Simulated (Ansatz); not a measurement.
Geometry optimisation, RKS PBE/STO-3G (Ansatz).

Input:

```yaml
crystal:
  periodic: [false, false, false]
  atoms:
    - { symbol: C, position_ang: [0.4489, -1.7887, 0.8398] }
    - { symbol: Al, position_ang: [0.5196, -0.1454, -0.3486] }
    - { symbol: Cl, position_ang: [2.2797, 0.1737, -1.62] }
    - { symbol: B, position_ang: [-0.9474, 1.2371, -0.3909] }
    - { symbol: O, position_ang: [-0.9348, 2.3918, -1.2705] }
    - { symbol: H, position_ang: [1.3183, -2.3404, 0.7137] }
    - { symbol: H, position_ang: [0.3258, -1.4168, 1.8878] }
    - { symbol: H, position_ang: [-0.58217, -1.08818, 0.16993] }
    - { symbol: H, position_ang: [-1.9736, 1.0716, 0.327] }
    - { symbol: H, position_ang: [-0.5069, 3.095, -0.6678] }
basis:
  gaussian: { orbitals: STO-3G }
hamiltonian:
  xc: pbe
relax:
  f_tol: 0.02
  max_steps: 50
```

Launched with:

```bash
$ ansatz run input.yaml --threads 1 --pin off --max-ram 2048MiB --backend cpu --events-out ev --progress --plain --runs-dir out
```

Where does it end, and by what steps?

The forces met the threshold. The force dipped under the threshold on the way, but the program's further checks kept it going. Limits of this set-up: minimal basis. After 37 steps the energy has fallen by 6.145 eV; H9 moved furthest, 1.55 Å. Parted: Al2–H8. Joined: C1–H8.

```csv
step,energy less start (eV),largest force component (eV/Å),accepted
0,0.0000,7.762,yes
2,-3.7862,2.005,yes
4,-4.7263,1.119,yes
6,-5.6639,2.112,yes
8,-6.0493,0.598,yes
10,-6.0867,0.117,yes
12,-6.0910,0.028,yes
14,-6.0919,0.023,yes
16,-6.0922,0.052,yes
18,-6.0941,0.235,yes
20,-6.1032,0.083,yes
22,-6.0992,1.053,no
24,-6.1188,0.152,yes
26,-6.1283,0.409,yes
28,-6.1248,0.526,no
30,-6.1425,0.122,yes
32,-6.1443,0.089,yes
34,-6.1451,0.027,yes
36,-6.1452,0.021,yes
37,-6.1453,0.009,yes
```

```xyz
10
Properties=species:S:1:pos:R:3
C 0.486 -1.532 0.859
Al 0.442 -0.159 -0.484
Cl 1.829 -0.434 -2.049
B -0.808 1.441 -0.632
O -0.432 2.632 -0.075
H 1.341 -2.217 0.743
H 0.540 -1.104 1.875
H -0.431 -2.147 0.826
H -1.857 1.366 -1.187
H -1.163 3.343 -0.235
```

Whether the end is a true minimum wasn't checked by a vibrational analysis.

The run took 110 s on 1 thread of Arm Neoverse V1 (shared host), peak memory 0.17 GiB.
